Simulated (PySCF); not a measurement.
Cartesian coordinates in Å; atom numbers follow the order of the lines, from 1:
```xyz
13

C     2.745    0.058    0.169
C     1.437   -0.203    0.049
C     0.549    0.653   -0.741
N    -0.695    0.504   -0.940
Si   -1.878   -0.644   -0.398
S    -3.378    0.426    0.694
H     3.191    0.928   -0.325
H     3.411   -0.578    0.757
H     0.993   -1.074    0.544
H     1.057    1.523   -1.208
H    -2.421   -1.282   -1.630
H    -1.446   -1.712    0.561
H    -3.553    1.352   -0.276
```

Geometry: PBE0-D3(BJ)/def2-SVP; GIAO absolute shieldings from PySCF 2.14, gas phase, non-relativistic, averaged over equivalent atoms.

At B97-2/pcSseg-1 (151 basis functions, 13 s wall time on 1 thread of an Arm Neoverse V1, shared host):
```
  atoms  σ (ppm)
     C3     10.5
     C2     45.1
     C1     46.6
     N4   -109.6
    Si5    396.2
     S6    717.9
    H10    22.97
     H9    24.89
     H8    25.17
     H7    25.45
H11/H12    25.94
    H13    30.49
```

**Question.** What do these become at PBE0/def2-TZVP?

**Answer.** 
| atoms | σ at PBE0/def2-TZVP | change |
| --- | --- | --- |
| C3 | 9.5 | -1.0 |
| C2 | 44.2 | -0.9 |
| C1 | 48.1 | +1.5 |
| N4 | -113.2 | -3.6 |
| Si5 | 373.2 | -23.0 |
| S6 | 701.6 | -16.3 |
| H10 | 22.60 | -0.37 |
| H9 | 24.65 | -0.24 |
| H8 | 25.23 | +0.06 |
| H7 | 25.43 | -0.02 |
| H11/H12 | 25.55 | -0.39 |
| H13 | 30.73 | +0.24 |

The largest change is at Si5 (silicon bonded to N, S, 2 H). Cost: 240 basis functions, 32 s wall time on 1 thread of an Arm Neoverse V1, shared host. The order of the carbon signals is the same at both levels.
